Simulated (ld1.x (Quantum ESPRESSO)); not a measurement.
**Os (Z = 76): PAW pseudisation with LDA (PZ), fully relativistic reference atom.**

* Element: Os
* Generator: ld1.x (Quantum ESPRESSO) 7.5
* Type: PAW
* Functional: LDA (PZ)
* Relativity: fully relativistic
* Frozen core: [Kr] 4d10 4f14 5s2
* Valence charge: 14
* Reference configuration: 5p6 5d6 6s1.75 6p0.25
* Partial waves: 6s (bound): rcut 2.10, rcutus 2.65 bohr; 6s channel at 0.3 Ry: rcut 2.10, rcutus 2.65 bohr; 5p (bound): rcut 1.55, rcutus 1.70 bohr; 6p (bound): rcut 1.55, rcutus 1.70 bohr; 5d (bound): rcut 2.15, rcutus 2.50 bohr; 5d channel at 0.6 Ry: rcut 2.15, rcutus 2.50 bohr
* Local potential: all-electron potential smoothed inside 2.65 bohr (lloc = -1)
* Core correction: Bessel-smoothed model core, default radius (core density twice the valence density)
* Augmentation charge: GAUSS, radius 1.15 bohr

Open shells are filled in proportion to 2j + 1 (rel_dist='average').

All-electron outer shells of the reference configuration (LDA (PZ), scalar-relativistic, ld1.x):

```
shell  level (eV)  outermost node (bohr)  outermost maximum (bohr)
   5s      -92.31                   0.51                      0.91
   4f      -52.77                      –                      0.40
   5p      -51.52                   0.55                      1.03
   5d       -6.90                   0.60                      1.36
   6s       -6.72                   1.20                      2.45
   6p       -1.66                   1.43                      3.51
```

Problem. Does the generator finish with these settings?

Solution. Yes, a potential is produced and its reference levels are reproduced.

Problem. Tests: 5p6 5d6 6s2 6p0; 5p6 5d6 6s1 6p0; 5p6 5d6 6s0 6p0; 5p6 5d6 6s1.5 6p0; 5p6 5d5 6s2 6p0; 5p6 5d7 6s1 6p0; 5p6 5d6 6s1 6p1. Which has the largest error in its energy relative to the reference configuration, and how large is it?

Solution. 5p6 5d5 6s2 6p0, with +113 meV (all-electron minus pseudo) on +10.07 eV.

The ghost test of this file was not conclusive.
